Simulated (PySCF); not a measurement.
arsine (AsH3), SMILES [AsH3]. Geometry: PBE-D3(BJ)/def2-TZVPD.

Method: PBE-D3(BJ)/def2-TZVPD (PySCF).

Harmonic wavenumbers (cm⁻¹): 893, 978, 978, 2125, 2142, 2142. Rotational constants (GHz): 109.5, 109.5, 104.1; symmetry number 3.

Question: Work out the zero-point energy and the ideal-gas rigid-rotor harmonic-oscillator thermochemistry at 298.15 K and 1 atm.

Answer: ZPE = ½ Σ hcν = ½ × 9257 cm⁻¹ = 13.23 kcal/mol. H − E(el) = 15.69 kcal/mol. Entropy in cal/(mol K): translation 38.98, rotation 14.02, vibration 0.35, total 53.35. G − E(el) = -0.22 kcal/mol. Cp = 9.28 cal/(mol K).
